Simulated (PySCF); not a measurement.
A GIAO shielding run with PySCF 2.14 (density fitting, non-relativistic, gas phase) on `C=C[Si]1(S[SiH2]C)CC1`, C₅H₁₂SSi₂:

```
$ OMP_NUM_THREADS=1 python probes_run.py task.json out

{"job": {"kind": "nmr", "xc": "PBE0", "basis": "pcSseg-1"}, "charge": 0, "multiplicity": 1}
C     -1.160121    -2.495828     0.786510
C     -1.734451    -1.309246     0.919557
Si    -1.282507     0.185764    -0.102836
S      0.311249    -0.117200    -1.513918
Si     2.063380     0.000110    -0.260874
C      3.535337    -0.218818    -1.424277
C     -2.542873     1.521173    -0.517995
C     -1.543640     1.924137     0.580443
H     -0.383854    -2.667252     0.057951
H     -1.441158    -3.345140     1.389085
H     -2.516750    -1.177965     1.654709
H      2.064955     1.304398     0.396339
H      1.971243    -1.069364     0.731192
H      3.599111     0.602166    -2.132968
H      3.452565    -1.137974    -1.997615
H      4.466360    -0.253199    -0.867126
H     -3.569129     1.410507    -0.201138
H     -2.467879     2.066298    -1.446824
H     -1.964479     2.066225     1.564987
H     -0.862506     2.721888     0.320554
```

Hardware: 1 thread of an Intel Xeon, shared host. The job also computes population analyses, field gradients, ring-centre shieldings.

Q: How large is the calculation?

A: 86 electrons, 217 basis functions and 1194 auxiliary functions.

Q: How long does it take, and how much memory does it need?

A: 110 s of wall time, with 13 SCF cycles and 4 response iterations; peak memory 0.98 GiB. Times on a shared host scatter by some tens of per cent.
